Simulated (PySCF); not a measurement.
# SiI⁻: one state, many levels of theory

State: ³Σ⁻ (triplet), unpaired electrons π ↑↑. Set-up: PySCF, scalar-relativistic core potentials, basis sets Si def2-SVPD, I def2-SVPD with ECP28. De refers to Si + I⁻ in their high-spin ground configurations, without counterpoise correction. The functionals are run spin-unrestricted. A positive dipole points towards I; it is taken about the centre of mass and depends on that origin.

```tsv
Level	Re (Å)	ωe (cm⁻¹)	De (eV)	μ (D)
UHF	2.813	182	n/a	3.51
UHF-MP2	2.742	210	1.19	n/a
UHF-SCS-MP2	2.766	201	1.09	n/a
PBE	2.692	233	1.63	4.50
BP86	2.702	228	1.57	4.45
r²SCAN	2.681	236	1.62	4.60
PBE0	2.676	239	1.56	4.44
MN15	2.692	217	1.46	4.13
BHandHLYP	2.723	216	1.22	4.02
```

The bond length runs from 2.676 Å (PBE0) to 2.813 Å (UHF). De spans 1.09 eV (UHF-SCS-MP2, perturbation theory) to 1.63 eV (PBE, GGA).

Correlated steps freeze 9 core orbitals. Correlated levels converge slowly with the basis: in double zeta they bind strong bonds too weakly, by up to about 1 eV, and carry superposition errors of some tenths. Spin–orbit coupling is left out, which matters for elements this heavy, above all for dissociation energies. For an ion De counts to the pair picked by the measured ionisation energies or electron affinities, which need not be the lowest pair at this level. The highest Kohn–Sham level is positive in this anion. Much of that is self-interaction error, but it also means that the finite basis helps to hold the extra electron. The state is the lowest determinant that a PBE0 search found; another state may lie lower at other levels.

The whole job (state search and all levels along the bond) took about 2.5 min on 1 thread of Intel Xeon Platinum 8488C (shared host), peak memory 0.75 GiB.
